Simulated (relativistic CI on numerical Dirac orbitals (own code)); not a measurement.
## Hyperfine structure of Yb2+, mass number 171

Method of calculation: Dirac-Coulomb-Breit CI, separate exchange-only KLI orbitals for each configuration, model QED (radiative potential, 1s self-energy scaled to tabulated hydrogen-like ionisation energies), valence Slater integrals scaled by 0.85, P86 correlation energy added to each configuration (own radial code, finite nucleus).

Configurations in the expansion (outside the closed core [Kr] 4d10 5s2): 4f14 5p6, 4f13 5p6 6s, 4f13 5p6 5d, 4f13 5p6 6p, 4f13 5p6 5f, 4f13 5p6 7s, 4f14 5p5 5d, 4f13 5p6 6d, 4f13 5p6 7p, 4f13 5p6 7d, 4f13 5p6 6f. Double excitations out of closed p, d and f shells are left out; levels of such configurations are missing from the list, as are those of other unlisted configurations, and high levels can miss mixing partners.

Nuclear spin I = 1/2, μ = 0.4923 μN (tables of Stone and Pyykkö). The electronic factors are computed for point nuclear moments, without core polarisation; leaving it out makes A of s and p electrons in near-neutral atoms 20 to 40 % too small, and it can dominate for d and f shells.

```json
{"Level": "4f13 5p6 5d 3P°_2", "E (cm⁻¹)": "10056.8", "A (MHz)": "941.8"}
{"Level": "4f13 5p6 5d 3H°_5", "E (cm⁻¹)": "13862.7", "A (MHz)": "837.8"}
{"Level": "4f13 5p6 6s 3F°_4", "E (cm⁻¹)": "14284.9", "A (MHz)": "3015"}
{"Level": "4f13 5p6 6s 1F°_3", "E (cm⁻¹)": "14645.7", "A (MHz)": "-1173"}
{"Level": "4f13 5p6 5d 3H°_6", "E (cm⁻¹)": "14984.0", "A (MHz)": "639.3"}
{"Level": "4f13 5p6 5d 3D°_3", "E (cm⁻¹)": "15961.9", "A (MHz)": "853.5"}
{"Level": "4f13 5p6 5d 3P°_1", "E (cm⁻¹)": "16027.3", "A (MHz)": "1591"}
{"Level": "4f13 5p6 5d 1D°_2", "E (cm⁻¹)": "16834.6", "A (MHz)": "995.8"}
```

Levels with J = 0, under 50 % of one LS term, or S terms without an open s electron are left out. Small factors come from cancelling terms and can be off by tens of per cent or more.

For a near-neutral ion this model can misplace configurations by up to about 10,000 cm⁻¹ (more where the count of f electrons changes) and terms by 10 to 25 % of their spread. Rates follow the energies as ν³ (E1, M1) or ν⁵ (E2), so they and the lifetimes can be off by large factors. The fine structure of a lone outer electron comes out too small, for d and f at times inverted, and misplaced configurations move strength between like terms. 25 of the 35 excited levels that our extract of the measured tables holds in this range could be paired (the sources list more); they are missed by 24596 cm⁻¹ on average and 33530 at most, and levels without a partner can miss by more.

(1) Give the hyperfine levels of 4f13 5p6 5d 3P°_2 relative to its centre of gravity.

## Answers

(1) With K = F(F + 1) − I(I + 1) − J(J + 1), E = AK/2: F = 3/2: -1413, F = 5/2: 941.8 MHz.

LS names give the leading component of a level, which can be under half, so a name can repeat, a term be missing and a line seem to break the LS rules.
